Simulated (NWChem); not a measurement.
## Correlation energy of HOSi

SMILES: O=[SiH]
```xyz
3

O      0.4801     0.9207     0.0000
Si    -0.3079    -0.4027     0.0000
H      0.4697    -1.7274     0.0000
```
Charge 0, spin multiplicity 2.

Everything below was run with NWChem. Structure: optimised with UPBE0/def2-SVP, a minimum by its harmonic frequencies.

Basis set: cc-pVTZ. Each correlation energy counts from its own Hartree-Fock reference.

The correlated methods keep 6 core orbitals frozen. The structure started from a generated list of species. The unpaired electrons of the parent sit in orbitals of symmetry a' (Cs labels of the run); other states weren't searched. No SCF solution was tested for a lower state. Open-shell Hartree-Fock references start from PBE0 orbitals. Coupled-cluster values serve here as a point of comparison, not as the truth.

Task: Order these methods by the correlation energy they give, lowest first: URI-MP2, SCS-UMP2, CCSD on ROHF, CCSD[T] on ROHF, CCSD(T) on ROHF.

Result: CCSD[T] on ROHF (-373.8 mHa), CCSD(T) on ROHF (-370.7 mHa), CCSD on ROHF (-352.2 mHa), URI-MP2 (-340.9 mHa), SCS-UMP2 (-335.4 mHa)
